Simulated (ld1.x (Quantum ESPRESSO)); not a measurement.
**Reading a pseudo-wave (Cs)**

Columns: radius, all-electron u(r) and pseudo u(r) of the 5p shell (level -18.68 eV) of caesium in the configuration [Kr] 4d10 5s2 5p6 5d0 6s0 6p0; PBEsol, scalar-relativistic, TM semilocal scheme, ld1.x (Quantum ESPRESSO) 7.5.

| r (bohr) | all-electron | pseudo |
| --- | --- | --- |
| 0.179 | -0.2258 | -0.0164 |
| 0.358 | 0.0457 | -0.0644 |
| 0.537 | 0.3865 | -0.1409 |
| 0.716 | 0.2913 | -0.2409 |
| 0.895 | -0.0099 | -0.3568 |
| 1.074 | -0.3179 | -0.4787 |
| 1.253 | -0.5533 | -0.5944 |
| 1.432 | -0.7029 | -0.6905 |
| 1.611 | -0.7784 | -0.7550 |
| 1.790 | -0.7977 | -0.7817 |
| 1.969 | -0.7781 | -0.7713 |
| 2.148 | -0.7336 | -0.7321 |
| 2.327 | -0.6751 | -0.6749 |
| 2.506 | -0.6098 | -0.6098 |
| 2.685 | -0.5431 | -0.5431 |
| 2.864 | -0.4782 | -0.4782 |
| 3.043 | -0.4172 | -0.4172 |
| 3.222 | -0.3614 | -0.3614 |
| 3.401 | -0.3111 | -0.3111 |
| 3.580 | -0.2666 | -0.2666 |
| 3.759 | -0.2276 | -0.2276 |
| 3.938 | -0.1936 | -0.1936 |
| 4.117 | -0.1643 | -0.1643 |
| 4.296 | -0.1390 | -0.1390 |
| 4.475 | -0.1174 | -0.1174 |
| 4.654 | -0.0989 | -0.0989 |

(1) How many radial nodes do the two functions have?

(2) At about which radius was the pseudo-wave matched?

(3) Where does each function peak?

(4) Is the pseudo-wave norm-conserving?

Answers

(1) The all-electron 5p function has n − l − 1 = 3 (the table is too coarse to show those close to the nucleus); the pseudo-wave has 0, since the states of the same l below it are removed with the core.

(2) 2.54 bohr. The columns agree to 0.0005 from 2.33 bohr on; several derivatives are matched, so the curves merge somewhat inside the radius.

(3) Outermost all-electron maximum near 1.79 bohr, pseudo maximum near 1.79 bohr (to the table’s step).

(4) Yes: the TM semilocal scheme keeps the norm inside the radius equal to the all-electron one, which fixes the energy derivative of the logarithmic derivative at the level.
